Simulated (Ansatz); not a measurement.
Born–Oppenheimer molecular dynamics of BCl₂FH₂ (6 atoms, charge 0, multiplicity 1). It starts at the highest image of a converged band, a first-order saddle point between two minima.

The calculation used Ansatz 0.2.0, RKS revPBE-D4/def2-SVP.

```json
{"ensemble": "NVE (velocity Verlet)", "time step": "0.5 fs", "steps asked": "200", "starting velocities drawn for": "100 K", "seed": "7228"}
```

First frame:

```xyz
6
Properties=species:S:1:pos:R:3
B 0.015 -0.300 -0.030
F 0.017 0.079 1.582
Cl 1.548 0.188 -0.780
Cl -1.543 0.133 -0.763
H 0.040 -1.587 0.326
H 0.035 -1.038 1.260
```

Q: What does the run give?

A: All steps were run.

```yaml
steps_done: 200
time_covered: 100 fs
mean_temperature_over_the_second_half: 756 K
spread_of_the_potential_energy_over_the_second_half: 9.2 meV per atom
mean_potential_energy_of_the_second_half_above_the_start: -56.5 meV per atom
```

The conserved energy stayed within 0.017 meV per atom of its start (net change 0.00067 meV per atom), so the integration is sound. The kinetic energy rose, since the run started high on the potential surface and went downhill. It ends in pieces (BCl2H + FH), so much of that is their flight and rotation, not heat. A run of 0.1 ps of so small a system gives no equilibrium averages. The orbitals stay closed-shell, which can raise the energy where a bond breaks towards radicals; this wasn't checked here.

Q: What happens to the structure?

A: Between its relaxed ends the band would form B1–H5, F2–H6 and break B1–F2, H5–H6. These pairs go: B1–H5 1.34 → 1.21 Å, F2–H6 1.16 → 0.94 Å, B1–F2 1.66 → 3.96 Å, H5–H6 1.08 → 5.73 Å. In the last frame they stand as after the step (other bonds may differ from the relaxed reactants and products). It ends as BCl2H + FH. Pairs count as bonded within 1.25 times the sum of covalent radii (0.12 Å more for H–H). This is one draw of velocities; another would differ in detail.

Q: How do temperature and energy run in time?

A: 
```tsv
time (fs)	T (K)	potential energy less start (eV)	conserved less start (meV/atom)
0	100	0.000	0.00
5	66	0.018	0.02
10	136	-0.018	0.01
15	329	-0.118	0.01
20	583	-0.250	0.01
25	850	-0.388	0.00
30	1001	-0.466	0.00
35	1011	-0.471	0.00
40	947	-0.438	0.01
45	907	-0.417	0.01
50	919	-0.423	0.00
55	932	-0.430	0.00
60	888	-0.407	0.01
65	798	-0.361	0.01
70	754	-0.338	0.01
75	751	-0.337	0.00
80	710	-0.315	0.01
85	628	-0.273	0.01
90	609	-0.263	0.01
95	669	-0.294	0.00
100	709	-0.315	0.00
```

Run time: 5 min on 1 thread of Arm Neoverse V2, with other jobs on the host, peak memory 0.12 GiB.
